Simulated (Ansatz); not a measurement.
Species: chloro(difluoro)borane, sum formula BClF2, net charge 0, singlet state. SMILES: FB(F)Cl
Geometry: optimised at B3LYP-D3(BJ)/def2-TZVP (Ansatz, a program for electronic structure).

Quantity: atomisation energy (electronic, to ground-state atoms), in kJ/mol. Cores are frozen in the correlated levels unless marked. Open shells are spin-unrestricted. Spin-orbit coupling is left out. No relativistic terms. The coupled-cluster limit lacks core correlation, which all-electron functionals hold. CBS(X,Y): correlation extrapolated as X^-3; Hartree-Fock from the larger set (for Q and 5 zeta extrapolated as (X+1)exp(-9√X)). The bracket is a focal-point correction in the basis named.

```
level                                                                 program  atomisation energy (kJ/mol)
-------------------------------------------------------------  --------------  ---------------------------
HF/cc-pV(Q+d)Z                                                         Ansatz                       1350.9
B97M-V/def2-TZVPD                                                      Ansatz                       1774.1
PBE0/STO-3G                                                            Ansatz                       1920.8
HSE06-D4/def2-TZVPD                                            Ansatz + dftd4                       1762.0
RI-MP2/CBS(cc-pV(T+d)Z,cc-pV(Q+d)Z)                                    Ansatz                       1857.4
RI-MP2/CBS(cc-pV(T+d)Z,cc-pV(Q+d)Z)+[CCSD(T)-MP2]/cc-pV(Q+d)Z          Ansatz                       1756.8
CCSD(T)/CBS(cc-pV(Q+d)Z,cc-pV(5+d)Z)                                   Ansatz                       1757.2
```
